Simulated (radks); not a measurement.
Values are calculated unless marked as measured or tabulated.
Species: Fe2+. Configuration: [Ar] 3d5 6p1 (not the ground configuration). Level of theory: Dirac Kohn-Sham, LDA (Slater exchange, Perdew-Wang correlation), spin-unpolarised, spherical densities, finite nucleus; open shells fill j = l - 1/2 first; Fermi nuclear charge, rms radius 3.7377 fm (a radial shooting solver on a logarithmic mesh with Libxc functionals).

Unscreened Slater integrals over Kohn-Sham orbitals (eV). Large and small components are both included. Empty in this configuration: 6p3/2.

F0(6p1/2,6p1/2): 2.5251
F0(6p1/2,3d5/2): 3.6554
G3(6p1/2,3d5/2): 0.10708
F0(6p1/2,3d3/2): 3.6560
G1(6p1/2,3d3/2): 0.10909
F0(6p1/2,3p3/2): 3.6788
G2(6p1/2,3p3/2): 0.089750
F0(6p1/2,6p3/2): 2.5224
G2(6p1/2,6p3/2): 1.3473
F0(3d5/2,3d5/2): 25.296
F2(3d5/2,3d5/2): 11.790
F4(3d5/2,3d5/2): 7.3512
F0(3d5/2,3d3/2): 25.342
F2(3d5/2,3d3/2): 11.811
G2(3d5/2,3d3/2): 11.801
G4(3d5/2,3d3/2): 7.3580
F0(3d5/2,3p3/2): 26.915
F2(3d5/2,3p3/2): 12.776
G1(3d5/2,3p3/2): 15.812
G3(3d5/2,3p3/2): 9.6074
F0(3d5/2,6p3/2): 3.6545
F2(3d5/2,6p3/2): 0.33003
G1(3d5/2,6p3/2): 0.10964
G3(3d5/2,6p3/2): 0.10746
F0(3d3/2,3d3/2): 25.389
F2(3d3/2,3d3/2): 11.831
F0(3d3/2,3p3/2): 26.968
F2(3d3/2,3p3/2): 12.800
G1(3d3/2,3p3/2): 15.833
G3(3d3/2,3p3/2): 9.6211
F0(3d3/2,6p3/2): 3.6551
F2(3d3/2,6p3/2): 0.32906
G1(3d3/2,6p3/2): 0.10926
G3(3d3/2,6p3/2): 0.10708
F0(3p3/2,3p3/2): 28.956
F2(3p3/2,3p3/2): 14.479
F0(3p3/2,6p3/2): 3.6780
F2(3p3/2,6p3/2): 0.28949
G0(3p3/2,6p3/2): 0.074264
G2(3p3/2,6p3/2): 0.091206
F0(6p3/2,6p3/2): 2.5197
F2(6p3/2,6p3/2): 1.3445
